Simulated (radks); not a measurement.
La IV, configuration [Xe].

All-electron calculation, Dirac Kohn-Sham, PBEsol, spin-unpolarised, spherical densities, finite nucleus; Fermi nuclear charge, rms radius 4.855 fm. Program: a radial shooting solver on a logarithmic mesh with Libxc functionals.

Energy parts (Ry):
| part | energy |
|---|---|
| total | -16985.0687 |
| kinetic | 18174.1141 |
| electron-nucleus | -41236.4280 |
| Hartree | 6477.1319 |
| exchange-correlation | -399.8867 |

Orbitals (lengths in bohr, moments of r in powers of bohr; <r^-3> diverges for s and p1/2; r(max) is where P^2 peaks):
orbital  occ.  eigenvalue (Ry)  <r^-3>      <r^4>      <r^2>   r(max)
1s1/2       2        -2845.946       -  1.921e-06  0.0008543  0.01608
2s1/2       2        -454.3525       -  0.0003181    0.01357  0.09112
2p1/2       2        -428.6754       -  0.0002007   0.009964  0.06951
2p3/2       4        -398.3333    6678  0.0002482    0.01123  0.07467
3s1/2       2        -98.52216       -    0.01311    0.09294   0.2607
3p1/2       2        -87.68796       -    0.01225    0.08776   0.2473
3p3/2       4        -81.77517    1335    0.01440    0.09540   0.2586
3d3/2       4        -62.77279   217.9    0.01115    0.07849   0.2082
3d5/2       6        -61.50722   198.9    0.01172    0.08067   0.2114
4s1/2       2        -21.24962       -     0.3398     0.4831   0.6086
4p1/2       2        -17.26246       -     0.4012     0.5177   0.6191
4p3/2       4        -16.00051   285.8     0.4690     0.5598   0.6433
4d3/2       4         -9.45983   38.49     0.7382     0.6733   0.6674
4d5/2       6         -9.24069   34.81     0.7760     0.6903   0.6753
4f5/2       0         -2.02236   3.873      6.059      1.581   0.7394
4f7/2       0         -2.00112   3.776      6.266      1.607   0.7441
5s1/2       2         -4.53122       -      10.20      2.655    1.404
5p1/2       2         -3.42478       -      15.93      3.279    1.530
5p3/2       4         -3.22869   44.32      18.63      3.550    1.593
5d3/2       0         -1.72537   3.915      62.88      6.343    2.031
5d5/2       0         -1.70330   3.545      65.67      6.486    2.055
6s1/2       0         -1.48103       -      238.6      13.09    3.224

The highest occupied level is 5p3/2 at -43.929 eV. The electron density at the nucleus is 3.512e+05 e/bohr^3. For comparison, the ionisation energy in NIST's Atomic Spectra Database is 50.0 eV (semi-empirical). In exact Kohn-Sham theory the highest level is minus the ionisation energy, but local and semilocal functionals leave it too shallow, through self-interaction and a potential that decays too fast; potentials with the right tail come closer. Summed over all electrons, <r^2> = 38.78 bohr^2, which gives a Langevin (diamagnetic) susceptibility term of -30.7 x 10^-6 cm^3/mol. The density falls to 0.001 e/bohr^3 at r = 3.50 bohr.
